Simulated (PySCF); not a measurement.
# Heteronuclear NMR

Geometry:
| atom | x (Å) | y (Å) | z (Å) |
| --- | --- | --- | --- |
| Si1 | -2.506 | -1.223 | -0.004 |
| C2 | -1.248 | 0.189 | 0.028 |
| C3 | -1.732 | 1.467 | 0.204 |
| C4 | -0.967 | 2.629 | 0.254 |
| P5 | 0.737 | 2.711 | 0.107 |
| C6 | 1.112 | 0.991 | -0.105 |
| C7 | 2.477 | 0.676 | -0.262 |
| C8 | 2.900 | -0.613 | -0.433 |
| C9 | 1.955 | -1.646 | -0.453 |
| C10 | 0.625 | -1.366 | -0.303 |
| C11 | 0.147 | -0.049 | -0.124 |
| H12 | -3.836 | -0.639 | 0.179 |
| H13 | -2.463 | -1.921 | -1.292 |
| H14 | -2.245 | -2.168 | 1.086 |
| H15 | -2.803 | 1.588 | 0.314 |
| H16 | -1.486 | 3.569 | 0.399 |
| H17 | 3.190 | 1.490 | -0.243 |
| H18 | 3.949 | -0.838 | -0.552 |
| H19 | 2.283 | -2.666 | -0.588 |
| H20 | -0.094 | -2.172 | -0.321 |

Theory: shieldings: GIAO PBE0/pcSseg-1, structure optimised with GFN2-xTB, in PySCF 2.14 (non-relativistic Hamiltonian, isolated molecule, one computed conformer, rapidly exchanging positions averaged).

(1) What are the ³¹P shifts?

(2) Where does ²⁹Si resonate?

Results:

(1) 
```json
{"atoms": "P5", "environment": "phosphorus bonded to 2 C, in a 6-membered ring", "σ (ppm)": "61.1", "δ (ppm)": "219.5"}
```

Shieldings were converted by a linear fit to measured shifts: ³¹P: δ = 270.09 − 0.828σ (rms 18.1 ppm, 64 shifts vs H3PO4, solution or neat liquid). A few per cent of atoms miss by over 2 rms, more outside the fitted compound classes.

On a 300 MHz spectrometer ³¹P resonates near 121.4 MHz, so 1 ppm is 121.4 Hz.

(2) 
```csv
atoms,environment,σ (ppm),δ (ppm)
Si1,"silicon bonded to C, 3 H",415.5,-61.5
```

Shieldings were converted by a linear fit to measured shifts: ²⁹Si: δ = 279.94 − 0.822σ (rms 8.9 ppm, 72 shifts, 25.8 ppm with the 6 outliers that the fit left out vs TMS, solution or neat liquid). A few per cent of atoms miss by over 2 rms, more outside the fitted compound classes.

On a 500 MHz spectrometer ²⁹Si resonates near 99.3 MHz, so 1 ppm is 99.3 Hz.
